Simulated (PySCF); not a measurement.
# Two-dimensional NMR puzzle

Compound of formula C₆H₇N₂P. Correlations simulated from computed shifts and the bond graph:

HSQC (one-bond C–H):
| δH | δC |
| --- | --- |
| 8.56 | 163.4 |
| 4.39 | 53.5 |
| 3.20 | 92.5 |
| 1.47 | 20.2 |

COSY cross peaks (H two or three bonds apart, from the bond graph; peaks can be absent where the dihedral angle is near 90°):
| δH | δH |
| --- | --- |
| 4.39 | 1.47 |

HMBC (two and three bonds, from the bond graph):
| δH | δC |
| --- | --- |
| 8.56 | 164.0, 53.5 |
| 4.39 | 163.4, 20.2 |
| 3.20 | 164.0, 83.6 |
| 1.47 | 53.5 |

Carbons without hydrogens: δ 164.0, 83.6.

Rapidly exchanging positions averaged, one computed conformer, gas phase, non-relativistic Hamiltonian. Shieldings: GIAO PBE0/pcSseg-1; coordinates at the GFN2-xTB level; PySCF 2.14.

Chemical shifts δ = σref − σ; 1H, 13C against TMS, all at this level.

Exchangeable hydrogens are left out of these lists.

**Question.** Work out the connectivity.

**Answer.** SMILES C#Cc1nn(CC)cp1.

Atoms are numbered as in `[CH:1]#[C:2][c:3]1[n:4][n:5]([CH2:6][CH3:7])[cH:8][p:9]1`; H(Xn) means a hydrogen on atom n.

δC 164.0 is C3, a substituted aromatic carbon next to a ring nitrogen. δC 163.4 is C8, an aromatic CH next to a ring nitrogen (δH 8.56). δC 92.5 is C1, a terminal alkyne carbon (δH 3.20). δC 83.6 is C2, an alkyne carbon. δC 53.5 is C6, an sp3 CH2 bonded to N (δH 4.39). δC 20.2 is C7, a methyl carbon (δH 1.47). HMBC from δH 8.56 reaches the proton-free carbon C3. HMBC from δH 3.20 reaches the proton-free carbons C3, C2. COSY links 4.39–1.47.

The shifts were computed for this structure.

Shifts are as computed. Against solution values, carbons near 30 ppm lie about +3 ppm off and those near 130 ppm about +5 ppm. Of 1211 compounds with measured shifts, 218 miss one by over three times the rms of a fit or turn the order of signals round; such compounds aren't used in these exercises.
